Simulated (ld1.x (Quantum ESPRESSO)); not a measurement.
# Before and after: RRKJ potential for C (Z = 6)

* Element: C
* Generator: ld1.x (Quantum ESPRESSO) 7.5
* Type: norm-conserving RRKJ (Kleinman–Bylander form)
* Functional: PW91
* Relativity: non-relativistic
* Frozen core: [He]
* Valence charge: 4
* Reference configuration: 2s2 2p2
* Partial waves: 2s (bound): rc 1.05 bohr; 2p (bound): rc 1.55 bohr
* Local potential: all-electron potential smoothed inside 0.85 bohr (lloc = -1)
* Core correction: a·sin(br)/r model core inside 0.60 bohr
* rho0: 0.01

Change: local potential the s channel.

Cutoffs: the cutoffs (Ry, on a coarse ladder) from which the occupation-weighted sum of valence levels, in a spherical-Bessel basis at the reference potential, stays within 10 and 1 mRy of its value at 400 Ry; they do not see the model core or the augmentation charge, which bear on the density cutoff. Errors are all-electron minus pseudo energies relative to the spin-unpolarised reference configuration.

**Question.** How do hardness, ghosts and transferability respond?

**Answer.** The potential gets neither clearly harder nor softer (50 Ry and 70 Ry → 40 Ry and 90 Ry); the p channel sets the loose cutoff, while the largest relative change is in s, which becomes softer; of the 7 tests that both files solve, the error grows in 2 and shrinks in 0 by more than 15 % and 0.3 meV (median size 5.1 → 11.7 meV); neither file shows a bound ghost.

```csv
quantity,base,changed
"cutoff, loose",50 Ry,40 Ry
"cutoff, tight",70 Ry,90 Ry
loose cutoff by channel (10 mRy a level),"s 40 Ry, p 35 Ry","p 35 Ry, s 30 Ry"
bound ghosts,none,none
"error for 2s2 2p1, meV [ΔE 10.93 eV]",+11,+12
"error for 2s2 2p0, meV [ΔE 35.17 eV]",+125,+135
"error for 2s1 2p0, meV [ΔE 83.40 eV]",+338,+325
"error for 2s2 2p2.3, meV [ΔE -1.18 eV]",+0.1,+0.1
"error for 2s1 2p2, meV [ΔE 19.65 eV]",-5.1,-6.5
"error for 2s2 2p1.5, meV [ΔE 4.00 eV]",+1.4,+1.5
"error for 2s0 2p4, meV [ΔE 16.92 eV]",+4.9,+16
s: phases at 1.69 bohr within 0.05 rad from the reference energy up to (Ry; the scan ends near 5),to the end of the scan,to the end of the scan
p: phases at 1.69 bohr within 0.05 rad from the reference energy up to (Ry; the scan ends near 5),4.5,4.3
```
